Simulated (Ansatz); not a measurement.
`F[BH][GaH][F]` + H₂Se → `[F][GaH][SeH]` + `BF` at 700 K and 1 bar (cleavage of the Ga–B bond).

Gas-phase electronic energies from Ansatz, PBE0-D4/def2-TZVP geometries. CCSD(T)/CBS is the MP2 limit (def2-TZVPP, def2-QZVPP) plus CCSD(T) − MP2 in def2-TZVPP, frozen cores. This one scheme is used for every species. For Ga, Se outer-core shells are correlated without core-valence functions, which leaves a few kJ/mol of doubt a bond. Scalar relativity is left out up to krypton. Each species was taken in one conformer, which may not be the lowest.

```csv
species,CCSD(T)/CBS energy (Eh),H − E (kJ/mol),S (J/(mol·K))
`F[BH][GaH][F]`,-2149.58538,118.6,411.1
H₂Se,-2401.89790,61.1,251.1
`[F][GaH][SeH]`,-4425.71391,94.6,387.5
`BF`,-125.82039,88.4,262.0
```

H − E and S are ideal-gas, rigid-rotor, harmonic terms from PBE0-D4/def2-TZVP, for one conformer and one mirror image of each species. 1 Eh = 2625.50 kJ/mol, R = 8.31446 J/(mol·K).

Q: By hand: ΔE, ΔH, ΔS and ΔG.

A: ΔE = (-4425.71391) + (-125.82039) − (-2149.58538) − (-2401.89790) = -0.05102 Eh = -134.0 kJ/mol. Δ(H − E) = 94.6 + 88.4 − 118.6 − 61.1 = 3.3, so ΔH = -130.7 kJ/mol. ΔS = 387.5 + 262.0 − 411.1 − 251.1 = -12.7 J/(mol·K). ΔG = -130.7 − 700 × (-12.7)/1000 = -121.8 kJ/mol.

Q: By hand: the equilibrium constant, and the temperature at which ΔG would vanish if ΔH and ΔS stayed fixed.

A: log₁₀ K = −ΔG/(RT ln 10) = 9.1. ΔG = 0 at ΔH/ΔS = 10291 K, far beyond where these terms or the molecules hold.

The number of gas molecules stays the same, so ΔS is small and ΔH decides. A doubt of 5 kJ/mol in ΔE shifts log₁₀ K by 0.4 here. Other conformers and mirror images would add mixing entropy, several J/(mol·K) or more a flexible species. Modes under 60 cm⁻¹, often nearly free rotors, make the harmonic entropy too high. These are equilibria of isolated gas molecules and say nothing of rates. Largest T1 diagnostic: 0.015 (customary marks: 0.02 for closed shells, 0.045 for open ones).
